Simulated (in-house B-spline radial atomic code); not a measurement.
Whole-atom quantities along the 29-electron series, configuration [Ar] 3d10 4s1. Computed with a radial B-spline atomic code at the basis-set limit: non-relativistic Hartree-Fock, average of the configuration, point nuclei.

This level leaves out relativity, spin-orbit splitting included, which matters for heavy ions.

```tsv
ion	Z	E/Z² (Eh)	Σ<r²> (bohr²)	n(0)/Z³ (bohr⁻³)	Lamb diamagnetic shielding (ppm)	repulsion over attraction
Re46+	75	-2.5461	0.98261	0.71571	7372.01	0.080427
Os47+	76	-2.5519	0.9509	0.71605	7479.65	0.07946
Ir48+	77	-2.5577	0.92071	0.71639	7587.29	0.078516
Pt49+	78	?	?	?	?	?
Au50+	79	-2.5687	0.86452	0.71704	7802.57	0.076691
Hg51+	80	?	?	?	?	?
Tl52+	81	-2.5793	0.81335	0.71766	8017.84	0.074947
```

Q: Fill in the row of Pt49+.

A: E/Z² (Eh): -2.5633; Σ<r²> (bohr²): 0.89195; n(0)/Z³ (bohr⁻³): 0.71672; Lamb diamagnetic shielding (ppm): 7694.93; repulsion over attraction: 0.077593.

Q: Fill in the row of Hg51+.

A: E/Z² (Eh): -2.5741; Σ<r²> (bohr²): 0.83835; n(0)/Z³ (bohr⁻³): 0.71735; Lamb diamagnetic shielding (ppm): 7910.21; repulsion over attraction: 0.075809.

Q: With what power of Z does the column «Σ<r²> (bohr²)» change over this range?

A: A fit of the logarithm of its size against log Z from Z = 75 to 81 has slope -2.46. Unscreened non-relativistic hydrogenic orbitals would give -2.
